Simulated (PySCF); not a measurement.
## 2p core levels of `[O]=[Cr](=[O])([Cl])[Cl]`

Species: Cl₂CrO₂ (singlet state).
Geometry (PBE0-D3(BJ)/def2-TZVP, Å), atoms numbered from 1 in this order:
```
atom  x, y, z in Å
O1     0.167   -1.027    1.224
Cr2    0.004    0.017    0.109
O3    -0.197    1.400    0.746
Cl4    1.746    0.043   -1.070
Cl5   -1.686   -0.466   -1.048
```

Theory: PySCF 2.14.0, delta-SCF UKS SCAN, pcX-3 on the ionised atom, pcseg-2 elsewhere, spin-free X2C. Each binding energy is the total energy of the core-ionised species, with the hole localised on one atom, minus that of the ground state; both are solved self-consistently, so orbital relaxation is included. The 2p values add to the ΔSCF energy of one spin-free hole a correction within the shell (spin–orbit coupling, ligand field). The splitting includes the ligand field, and 2p3/2 is the mean of two sublevels.

When a 2p electron fills a 1s hole, the emitted photon carries the energy difference of the two hole states (Kα1 from 2p3/2, Kα2 from 2p1/2), here at the ground state's geometry.

```tsv
atom	Kα1 (eV)	Kα2 (eV)	2p3/2 binding energy (eV)
Cl4/Cl5	2622.67	2621.01	206.44
```

Problem. What are the 1s and 2p1/2 binding energies?

Solution. 1s = Kα1 + 2p3/2, and 2p1/2 = 1s − Kα2:

| atom | environment | 1s (eV) | 2p1/2 (eV) |
| --- | --- | --- | --- |
| Cl4/Cl5 | chlorine bonded to Cr | 2829.11 | 208.10 |

Problem. And the 1s levels of the other atoms?

Solution. O1/O3 (oxygen bonded to Cr) 538.81 eV.

Atoms equivalent by their bonding share one computed value, that of the first of them. No level of chromium is listed. Geometry: PBE0-D3(BJ)/def2-TZVP; no solvent, vibrations or thermal averaging.

On 2 threads of an Intel Xeon Platinum 8259CL at 2.50 GHz, shared host with 48 logical CPUs at a one-minute load of 64, this took 65 s wall, 2.5 min CPU and 1.0 GiB of memory at its peak.
The closed-shell solution of the metal species wasn't tested for stability.
